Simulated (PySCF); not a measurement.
GaF₂, SMILES [F][Ga][F], multiplicity 2.

Geometry optimised at r2SCAN-D4/def2-TZVP. The spin state was assumed, not searched. The isomer is the one that the SMILES or the coordinates give; other isomers of the formula were not compared.

Two levels are set side by side: PBE/def2-TZVPD (PySCF) and r2SCAN/def2-TZVPD (PySCF). Same geometry, gas phase. Differences are taken from unrounded values.

```json
[
 {"quantity": "α-spin orbital gap (eV)", "r2SCAN": "4.56", "PBE": "4.10", "PBE minus r2SCAN": "-0.46"},
 {"quantity": "β-spin orbital gap (eV)", "r2SCAN": "4.59", "PBE": "3.75", "PBE minus r2SCAN": "-0.84"},
 {"quantity": "dipole moment (D)", "r2SCAN": "2.44", "PBE": "2.34", "PBE minus r2SCAN": "-0.11"},
 {"quantity": "mean polarisability (bohr³)", "r2SCAN": "31.0", "PBE": "32.8", "PBE minus r2SCAN": "1.8"}
]
```

Rough cost on one machine, each run with all the roots and properties that it gave: r2SCAN against PBE about 3 times.
